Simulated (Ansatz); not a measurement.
The Sn1–H2 bond of BrHSn (SMILES [Br][SnH]) is stretched (multiplicity 1, the rest rigid).
Geometry at rest (charge 0, multiplicity 1):
```xyz
3

Sn    -0.57961    -0.48360     0.71178
H     -1.73459    -1.05599    -0.52275
Br     0.87757     0.72103    -1.00189
```

Frozen-core correlation. Filled d and f shells under p-block atoms count as core.

Programs: Ansatz (Gaussian basis) for Hartree–Fock, density functionals and correlated methods. Values without a source in brackets are computed. In def2 rows elements past Kr take small-core potentials, without spin–orbit coupling.

FIC-MRCISD+Q on CASSCF(2,2)/def2-TZVPP, total energies (hartree):

```
R (Å)        CASSCF        MRCISD  weight c² of the reference
-----  ------------  ------------  --------------------------
1.785  -2786.409528  -2786.644965                     0.89723
3.123  -2786.338012  -2786.565509                     0.89716
5.712  -2786.319591  -2786.544528                     0.89786
```

**Question.** Add the Davidson correction (E_MRCISD − E_CASSCF)(1 − c²)/c² and give the energies above the first point at the three levels.

**Answer.** 
Corrections (hartree): -0.026968, -0.026079, -0.025589. Above the first point (kcal/mol):
- R = 3.123 Å: CASSCF 44.9, MRCISD 49.9, with the correction 50.4
- R = 5.712 Å: CASSCF 56.4, MRCISD 63.0, with the correction 63.9

Ansatz is an electronic-structure program.
